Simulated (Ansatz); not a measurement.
Program: Ansatz. Geometries: PBE0-D4/def2-TZVP. ΔE: electronic, gas phase. CCSD(T)/CBS adds triple-zeta CCSD(T) − MP2 to the extrapolated MP2 energy (def2 sets, frozen cores). This one scheme is used for every species. Functionals use def2-TZVPP. B3LYP here is the variant with VWN-RPA as its local correlation; programs differ in this. For Zn outer-core shells are correlated without core-valence functions, which leaves a few kJ/mol of doubt a bond. Scalar relativity is left out up to krypton. Each species was taken in one conformer, which may not be the lowest.

`CC(C)(C)[O][Zn][F]` + H₂ → `CC(C)[O][Zn][F]` + CH₄  (hydrogenolysis of a C–C bond)

`CC(C)(C)[O][Zn][F]`:

```xyz
16

C    -0.334    1.742   -0.060
C    -0.065    0.243   -0.052
C    -0.844   -0.427    1.072
C     1.426   -0.024    0.108
O    -0.512   -0.239   -1.307
Zn   -0.401   -1.942   -1.751
F    -0.347   -3.591   -2.308
H     0.207    2.214   -0.882
H    -0.018    2.205    0.878
H    -1.400    1.929   -0.200
H    -0.563   -0.033    2.051
H    -0.650   -1.507    1.084
H    -1.916   -0.273    0.931
H     1.979    0.418   -0.724
H     1.624   -1.103    0.118
H     1.814    0.388    1.042
```

H₂:

```xyz
2

H     0.014   -0.360    0.099
H    -0.014    0.360   -0.099
```

`CC(C)[O][Zn][F]`:

```xyz
13

C     0.952    0.289   -1.024
C     0.127    0.712    0.176
C     0.361   -0.197    1.368
O    -1.241    0.795   -0.145
Zn   -2.164   -0.617   -0.661
F    -3.190   -1.924   -1.181
H     0.701   -0.740   -1.315
H     2.023    0.316   -0.808
H     0.753    0.944   -1.874
H     0.425    1.732    0.457
H     1.408   -0.190    1.682
H    -0.257    0.114    2.212
H     0.101   -1.233    1.113
```

CH₄:

Cartesian coordinates in Å:
```
C 0.000 0.000 0.000
H 1.051 0.273 0.090
H -0.185 -0.409 -0.993
H -0.619 0.884 0.150
H -0.247 -0.748 0.753
```

```json
{"level": "PBE-D4", "ΔE (kJ/mol)": "-55.7"}
{"level": "r2SCAN-D4", "ΔE (kJ/mol)": "-54.7"}
{"level": "B3LYP-D4", "ΔE (kJ/mol)": "-59.3"}
{"level": "ωB97X-V", "ΔE (kJ/mol)": "-54.5"}
{"level": "r2SCAN", "ΔE (kJ/mol)": "-57.0"}
{"level": "MP2/def2-TZVPP", "ΔE (kJ/mol)": "-46.8"}
{"level": "MP2/def2-QZVPP", "ΔE (kJ/mol)": "-46.3"}
{"level": "MP2/CBS(def2)", "ΔE (kJ/mol)": "-45.8"}
```

**Question.** What does CCSD(T)/CBS give? (Estimate.)

**Answer.** Computed: -50.8 kJ/mol. The listed levels differ from it by -4.9, -3.9, -8.5, -3.7, -6.2, 4.0, 4.5, 5.0 kJ/mol.

Largest T1 diagnostic among the species: 0.016.

The D4 term adds +12.5 kJ/mol with B3LYP and +7.0 kJ/mol with PBE0; it sums over pairs of atoms, weighted by their polarisabilities, and B3LYP, whose exchange is more repulsive, gets the larger term. In def2-TZVPP, CCSD(T) changes the Hartree–Fock value by +27.0 kJ/mol (the triples alone add +5.1 kJ/mol) and MP2 by +31.9 kJ/mol.
